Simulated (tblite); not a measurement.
Compound: C5H12ClNSi2.
Z-matrix (Å and degrees, GFN2-xTB geometry), rows numbered from 1:
```
C 
C   1  1.5226
N   2  1.4568  1  110.24
Si  3  1.7220  2  127.16  1   -33.94
C   2  1.5111  1  109.47  3  -120.62
C   5  1.3222  2  118.43  1  -122.68
Cl  6  1.7376  5  122.41  2  -178.45
C   6  1.4937  5  120.82  2     1.94
Si  8  1.9104  6  103.51  5    -0.79
H   1  1.0865  2  109.99  3   -57.90
H   1  1.0877  2  109.92  3  -177.96
H   1  1.0886  2  110.65  3    62.12
H   3  1.0097  2  109.91  1   179.46
H   4  1.4637  3  108.24  2    68.09
H   4  1.4617  3  103.33  2  -173.33
H   4  1.4730  3  115.95  2   -53.78
H   5  1.0792  2  118.16  1    59.76
H   8  1.0907  6  109.85  5   120.69
H   8  1.0909  6  110.08  5  -122.66
H   9  1.4635  2  113.29  1     3.30
H   9  1.4633  2  111.99  1  -124.13
```

Level: GFN2-xTB in tblite, geometry and Hessian alike; calculated harmonic values, unscaled, isolated species. Against measured fundamentals such values can be off by several per cent, at times by over 20. Modes of hydrogen on silicon can be 10 to 20 % off. One conformer, not necessarily the lowest.

Harmonic wavenumbers (cm⁻¹): 37.3, 53.0, 99.0, 140.8, 195.8, 216.7, 239.5, 268.0, 292.8, 329.5, 363.4, 375.7, 442.5, 457.2, 479.1, 521.5, 532.1, 570.1, 592.3, 646.4, 679.4, 744.8, 752.2, 763.8, 775.9, 792.1, 819.2, 824.3, 836.1, 858.4, 945.9, 1006.9, 1015.7, 1096.7, 1113.1, 1154.6, 1178.3, 1204.8, 1246.9, 1348.1, 1399.6, 1455.5, 1488.0, 1496.6, 1691.6, 2160.4, 2247.9, 2265.5, 2268.8, 2273.8, 2965.8, 2989.6, 3013.2, 3028.2, 3041.1, 3088.1, 3432.9.

A = 1476, B = 595.9, C = 486.3 MHz; mass 177.020 u (most abundant isotopes); point group C1, symmetry number 1.

**Question.** Zero-point energy?

**Answer.** Half the sum of the wavenumbers: 33158 cm⁻¹ = 94.81 kcal/mol.

**Question.** Give the ideal-gas entropy at 298.15 K and 1 bar in the rigid-rotor, harmonic-oscillator model (classical rotation).

**Answer.** Translation 41.45, rotation 31.00, vibration 36.58: S = 109.0 cal/(mol K).

**Question.** And Cp and H(298.15 K) − H(0)?

**Answer.** Cp = 48.69 cal/(mol K), of which vibrations give 40.74 (their classical limit is 57 R = 113.3); H(298.15 K) − H(0) = 8.28 kcal/mol without the zero-point energy, 5.91 from vibrations.

**Question.** How do the functions run with temperature in this model?

**Answer.** 
```csv
T (K),S (cal/(mol K)),Cp (cal/(mol K)),H − H(0) (kcal/mol),G − H(0) (kcal/mol),ln q(vib)
150,83.4,27.8,2.58,-9.94,3.63
250,101.0,42.3,6.09,-19.17,6.84
400,125.0,60.3,13.85,-36.16,11.86
600,152.8,76.6,27.67,-64.02,18.44
900,187.0,91.7,53.11,-115.18,27.53
```

q(vib) and H(0) count from the zero-point level.

**Question.** Blend soft modes into free rotors: weight 1/[1 + (100 cm⁻¹/ν̃)⁴] for the oscillator and the rest for a rotor with moment μB/(μ + B), μ = h/(8π²ν), B = 10⁻⁴⁴ kg m². What vibrational entropy results?

**Answer.** 33.59 cal/(mol K) in place of 36.58, which changes −T·S at 298.15 K by +0.89 kcal/mol.

**Question.** Which modes carry the vibrational entropy at 298.15 K?

**Answer.** 37.3 cm⁻¹: 5.40; 53.0 cm⁻¹: 4.70; 99.0 cm⁻¹: 3.47; 140.8 cm⁻¹: 2.79; 195.8 cm⁻¹: 2.17; 216.7 cm⁻¹: 1.99 cal/(mol K); the other 51 give 16.06 together.

**Question.** What must be added to the electronic energy to get the Gibbs energy at 298.15 K and 1 bar?

**Answer.** ZPE + [H(298.15 K) − H(0)] − T·S = 94.81 + 8.28 − 32.51 = 70.58 kcal/mol.

Hindered rotation and anharmonicity are outside this model. Other conformers, if any are populated, would add a mixing term that is left out. The structure is chiral; the term R ln 2 for an equal mix with its mirror image is left out.
